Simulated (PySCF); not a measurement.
InFCl2, SMILES [F][In]([Cl])[Cl]. Atoms are numbered in the order given.

```xyz
4

In     0.0000     0.0000    -0.2183
F      0.0000     0.0000    -2.1815
Cl     0.0000    -2.0558     0.8921
Cl     0.0000     2.0558     0.8921
```

Geometry: PBE-D3(BJ)/def2-SVP. The def2 effective core potentials stand for the cores of In; spin–orbit coupling is left out.

Calculation: r2SCAN/def2-TZVPD run with PySCF.

Isolated molecule, no solvent.

```
Item                                                                                                            Result
---------------------------------------------------------------------------------------------  -----------------------
total energy                                                                                       -1210.55479 hartree
point group                                                                                                        C2v
highest occupied level                                                                                        -8.57 eV
lowest empty level                                                                                            -4.14 eV
orbital gap                                                                                                    4.42 eV
dipole moment                                                                                                   0.89 D
quadrupole, principal values (traceless, Buckingham form, about the centre of nuclear charge)  -7.53, -2.58, 10.11 D·Å
mean static polarisability                                                                        64.9 bohr³ (9.62 Å³)
polarisability, principal values                                                                47.2, 63.7, 83.9 bohr³
```
